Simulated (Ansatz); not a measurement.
`[SiH3][SiH]1[O][AlH]1`. Charge 0, multiplicity 1.

Cartesian coordinates in Å:
```
Si -0.562 -1.619 0.329
Si -0.461 0.694 -0.002
O 0.872 1.485 0.690
Al 1.242 1.858 -0.966
H -1.629 -2.177 -0.548
H 0.737 -2.243 -0.044
H -0.873 -1.978 1.741
H -1.773 1.303 0.372
H 2.447 2.676 -1.571
```

Task: Give the diagnostics of a CCSD(T)/def2-TZVPP run (frozen core, Ansatz). (Estimate.)

Result: The calculation gave: T1 = 0.0162, largest single amplitude 0.026, largest double 0.067, (T) share of the correlation energy 3.9 %, 11 CCSD cycles. The RHF solution is stable towards an unrestricted one. T1 lies under the customary mark of 0.02 for closed shells.
